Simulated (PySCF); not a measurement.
**First-order multiplets**

Atoms are numbered as in `[O:1]=[C:2]([OH:3])[c:4]1[cH:5][cH:6][cH:7][c:8]([OH:9])[cH:10]1`. Each H is labelled by its parent atom.

How the numbers were obtained: geometry from PBE0-D3(BJ)/def2-SVP, couplings computed with B3LYP/pcJ-1 (without the spin–dipole term), shieldings: GIAO CAM-B3LYP/pcSseg-1, in PySCF 2.14 (in vacuum, non-relativistic Hamiltonian, single conformer).

Chemical shifts δ = σref − σ; TMS for 13C and 1H, all at this level.

Spectrometer: 400 MHz for 1H. First-order analysis; couplings under 1 Hz (under 4 Hz in carbon signals) are ignored, and nearly equal couplings are merged; the smaller ones broaden or split the lines further.

(1) What pattern does C6 show in the proton-coupled 13C spectrum?

(2) What pattern does C2 show in the proton-coupled 13C spectrum?

(3) What pattern does H(C5) show (1H)?

(4) What pattern does H(C6) show (1H)?

## Answers

(1) A doublet at δ 139.1: 168.1 Hz to H(C6) (1 × 1H, 1 bond away). Lines in Hz from the centre (relative intensity): +84.0 (1), -84.0 (1). The outer lines are 168.1 Hz apart, the sum of the couplings kept, or 1.671 ppm at this field.

(2) A triplet at δ 173.0: 4.8 Hz to H(C10) and H(C5) (2 × 1H, 3 bonds away). Lines in Hz from the centre (relative intensity): +4.8 (1), +0.0 (2), -4.8 (1). The outer lines are 9.6 Hz apart, the sum of the couplings kept, or 0.095 ppm at this field.

(3) A doublet of doublets at δ 7.73: 8.6 Hz to H(C6) (1 × 1H, 3 bonds away), 1.1 Hz to H(C10) (1 × 1H, 4 bonds away). Lines in Hz from the centre (relative intensity): +4.8 (1), +3.8 (1), -3.8 (1), -4.8 (1). The outer lines are 9.7 Hz apart, the sum of the couplings kept, or 0.024 ppm at this field.

(4) A triplet at δ 7.43: 8.9 Hz to H(C7) and H(C5) (2 × 1H, 3 bonds away). Lines in Hz from the centre (relative intensity): +8.9 (1), +0.0 (2), -8.9 (1). The outer lines are 17.8 Hz apart, the sum of the couplings kept, or 0.045 ppm at this field.

OH/NH shifts are gas-phase values; hydrogen bonding in solution moves them, usually downfield. Unscaled 3J(H,H) at this level run about 10 % above measured values.
